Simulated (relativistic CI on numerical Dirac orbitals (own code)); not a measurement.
## Mo5+: resonant inelastic scattering at the L2,3 edge

Computed with this model: Dirac-Coulomb-Breit CI, orbitals from a KLI potential per configuration, model QED (radiative potential, 1s self-energy scaled to tabulated hydrogen-like ionisation energies), Kramers-Heisenberg scattering through one core-hole configuration in a parametric crystal field, unscaled Slater integrals; configurations [Kr] 4d → [He] 2s2 2p5 3s2 3p6 3d10 4s2 4p6 4d2; 80 K; core-hole width 0.96 eV; summed over polarisations. Incident energies are the highest absorption maxima for each field (at most a few, so the weaker spin-orbit partner edge can be absent), on the computed scale of the free ion. Intensities are in per cent of the strongest line above 0.02 eV; levels within 1 cm⁻¹ are merged; final levels count from the ground level, the first row holds all elastic scattering, lines under 0.4 are left out and each table stops after 24 rows. The scale of the Slater integrals is a model choice and moves the terms in proportion.

Field parameters in Wybourne normalisation: D3d B²₀ = −7Dσ, B⁴₀ = −14Dq − 21Dτ, B⁴₃ = −14√(10/7) Dq. The field is a parameter set, without covalency.

S is read from ⟨S²⟩ = S(S + 1).

D3d, 10Dq = 20800, Dσ = -1200, Dτ = 330 cm⁻¹:

```csv
Final level (eV),Degeneracy,Irrep,S,2531 eV,2532 eV,2533.7 eV
0.000,2,Γ5+Γ6,0.50,352.6,683.1,1013.4
0.126,2,Γ4,0.50,23.9,71.5,100.0
0.322,2,Γ4,0.50,20.6,98.8,83.9
2.939,2,Γ4,0.50,8.3,48.9,62.2
2.973,2,Γ5+Γ6,0.50,6.2,41.1,61.8
```

D3d, 10Dq = 20800, Dσ = -860, Dτ = 330 cm⁻¹:

```tsv
Final level (eV)	Degeneracy	Irrep	S	2531 eV	2532 eV	2533.7 eV
0.000	2	Γ5+Γ6	0.50	287.1	521.3	854.6
0.072	2	Γ4	0.50	18.0	50.0	84.4
0.230	2	Γ4	0.50	17.1	100.0	82.0
2.874	2	Γ4	0.50	7.1	40.6	53.2
2.903	2	Γ5+Γ6	0.50	5.6	29.9	55.7
```

For the first field the strongest loss at the lowest incident energy is the level at 0.13 eV (S = 0.50, against 0.50 in the thermal ground state).
